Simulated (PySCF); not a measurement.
Structure problem from calculated spectra and properties.

Formula: C6H12S.

| Quantity | Value |
| --- | --- |
| 13C NMR | chemical shifts (computed TMS as zero) by class: 44.9 (1 C), 40.5 (2 C), 30.9 (2 C), 29.6 (1 C) ppm [GIAO B97-2/pcSseg-2] |
| 1H NMR | chemical shifts (computed TMS as zero) by class: 2.87 (1 H), 1.83 (1 H), 1.82 (2 H), 1.75 (2 H), 1.64 (1 H), 1.29 (2 H), 1.29 (2 H), 1.19 (1 H) ppm [GIAO B97-2/pcSseg-2] |
| NMR, other nuclei | isotropic shieldings of nuclei other than C and H, by class: 533 (1 S) ppm [GIAO B97-2/pcSseg-2] |
| Dipole | 1.94 D [B97-2/pcSseg-2] |
| Rotational structure | rotational constants A, B, C: 4.283, 1.422, 1.143 GHz [PBE0-D3(BJ)/def2-TZVP] |

Gas-phase values; electronic properties from PySCF, density fitting. Levels stand in brackets. The structure is a single PBE0-D3(BJ)/def2-TZVP conformer in the gas phase; no vibrational or solvent corrections. NMR classes are plain means over equivalent atoms (diastereotopic ones count apart unless rotation or inversion swaps them), as if these changed places fast.

**Question.** Give a SMILES that accounts for the data.

**Answer.** Numbering: `[SH:1][CH:2]1[CH2:3][CH2:4][CH2:5][CH2:6][CH2:7]1`. Its formula, C6H12S, gives 1 degree of unsaturation: 1 ring and 0 π bonds in the structure found. 6 carbons fall into 4 classes; from least to most shielded: ring sp3 carbon bound to sulfur [C2] (44.9 ppm), ring CH2 carbon [C3/C7] (40.5 ppm, 2 C, up to 8.2 ppm apart in this geometry), ring CH2 carbon [C4/C6] (30.9 ppm, 2 C), ring CH2 carbon [C5] (29.6 ppm). Hydrogen classes from least to most shielded: 1 H on an sp3 carbon bound to sulfur, C2 (2.87 ppm), 1 H on a thiol sulfur, S1 (1.83 ppm), 2 H on 2 ring CH2 carbons, C3/C7 (1.82 ppm), 2 H on 2 ring CH2 carbons, C4/C6 (1.75 ppm), 1 H on a ring CH2 carbon, C5 (1.64 ppm), 2 H on 2 ring CH2 carbons, C3/C7 (1.29 ppm), 2 H on 2 ring CH2 carbons, C4/C6 (1.29 ppm), 1 H on a ring CH2 carbon, C5 (1.19 ppm). The other shieldings belong to: 533 ppm, thiol sulfur [S1]. By its constants the optimised geometry is an asymmetric top. Structure: `SC1CCCCC1`. The assignments are read from this structure; whether some other isomer fits the data as well wasn't checked.
